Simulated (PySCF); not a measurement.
PBE0 on Ru⁻ (ruthenium, charge -1), [Kr] 4d7 5s2, high-spin 4F determinant. All numbers are calculated (PySCF 2.14, scalar relativity through the core potential, in aug-cc-pwCVTZ-PP with ECP28MDF (8s8p7d4f3g, 122 functions)).

```
cycle= 1 E= -94.51139238189  delta_E= -0.016  |g|= 0.0358  |ddm|= 1.17
cycle= 2 E= -94.5121569818371  delta_E= -0.000765  |g|= 0.0249  |ddm|= 0.284
cycle= 3 E= -94.5123785269323  delta_E= -0.000222  |g|= 0.013  |ddm|= 0.0564
cycle= 4 E= -94.5124892809803  delta_E= -0.000111  |g|= 0.00229  |ddm|= 0.0588
cycle= 5 E= -94.5125035257971  delta_E= -1.42e-05  |g|= 0.000594  |ddm|= 0.0231
cycle= 6 E= -94.5125049654754  delta_E= -1.44e-06  |g|= 4.71e-05  |ddm|= 0.0118
cycle= 7 E= -94.512504969902  delta_E= -4.43e-09  |g|= 4.21e-06  |ddm|= 0.000528
cycle= 8 E= -94.5125049699162  delta_E= -1.43e-11  |g|= 2.37e-07  |ddm|= 2.92e-05
converged SCF energy = -94.5125049699162  <S^2> = 3.7938817  2S+1 = 4.021881
```

Highest occupied orbital energy: 0.617 eV; ⟨L²⟩ = 12.03; populations by l: s 4.00, p 6.00, d 7.00, f 0.00.

Task: Can this result be used?

Result: With care. The run converged. Energies and moments cover only the electrons outside the core potential. At PBE0 the highest occupied level has a positive energy, so only the finite basis holds that electron; in a semilocal or global hybrid functional this comes from self-interaction and does not mean that the real anion is unbound.
